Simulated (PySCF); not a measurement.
Compound: C4H13BN (charge -1).
Numbering: `[CH3:1][BH2-:2][N:3]([CH3:4])[CH2:5][CH3:6]` (hydrogens: H7, H8, H9 on C1; H10, H11 on B2; H12, H13, H14 on C4; H15, H16 on C5; H17, H18, H19 on C6)

The closed-shell SCF was solved with PySCF and density fitting under several settings on one GFN2-xTB geometry (grid level 2 and gas phase unless stated).

| settings | basis functions | SCF cycles | E (Eh) | HOMO (eV) | LUMO (eV) |
| --- | --- | --- | --- | --- | --- |
| PBE0/pcSseg-1 | 167 | 13 | -239.5436 | -0.21 | 5.34 |
| BHandHLYP/pcSseg-1, IEF-PCM methanol, damping 0.2 at the start, DIIS from the seventh cycle | 167 | 11 | -239.7692 | -5.55 | 2.56 |
| WP04/IGLO-II | 210 | 14 | -246.4148 | -1.28 | 3.84 |
| PBE0/pcSseg-0, energy threshold 1e-06 Eh, damping 0.3 at the start, DIIS from the seventh cycle | 80 | 10 | -239.0331 | 0.08 | 6.10 |
| BLYP/pcSseg-1, start guess vsap | 167 | 15 | -239.6978 | 1.13 | 4.53 |
| PBE0/def2-SVPD, start guess huckel, fitting basis def2-qzvpp-jkfit | 224 | 12 | -239.4188 | -0.35 | 4.21 |

Task: Estimate the row for these settings: BHandHLYP/cc-pVDZ, energy threshold 1e-11 Eh.

Result: 
| settings | basis functions | SCF cycles | E (Eh) | HOMO (eV) | LUMO (eV) |
| --- | --- | --- | --- | --- | --- |
| BHandHLYP/cc-pVDZ, energy threshold 1e-11 Eh | 149 | 12 | -239.7168 | -1.22 | 6.57 |

Task: Over all rows, what range does the HOMO–LUMO gap span?

Result: From 3.40 eV (BLYP/pcSseg-1, start guess vsap) to 8.11 eV (BHandHLYP/pcSseg-1, IEF-PCM methanol, damping 0.2 at the start, DIIS from the seventh cycle). The functional of the narrowest has no exact exchange, that of the widest 50 % exact exchange.

Task: Compare two rows with the functional PBE0: PBE0/pcSseg-1 and PBE0/pcSseg-0, energy threshold 1e-06 Eh, damping 0.3 at the start, DIIS from the seventh cycle. Which energy is lower, and by how much?

Result: PBE0/pcSseg-1 (167 functions) lies 0.5105 Eh or 320 kcal/mol below PBE0/pcSseg-0, energy threshold 1e-06 Eh, damping 0.3 at the start, DIIS from the seventh cycle (80 functions).

Cycle counts include a coarse-grid stage where the run had one. WP04 was designed for NMR shieldings or shifts; total energies of different functionals aren't comparable. The HOMO energy is positive at BLYP/pcSseg-1 and PBE0/pcSseg-0; such an orbital is held in place by the finite basis. One conformer (not necessarily the lowest) at the GFN2-xTB geometry, without vibrations or thermal averaging.

The values belong to the conformer `[CH3:1][BH2-:2][N:3]([CH3:4])[CH2:5][CH3:6]`: C1–B2–N3–C4 63°, B2–N3–C5–C6 81°.
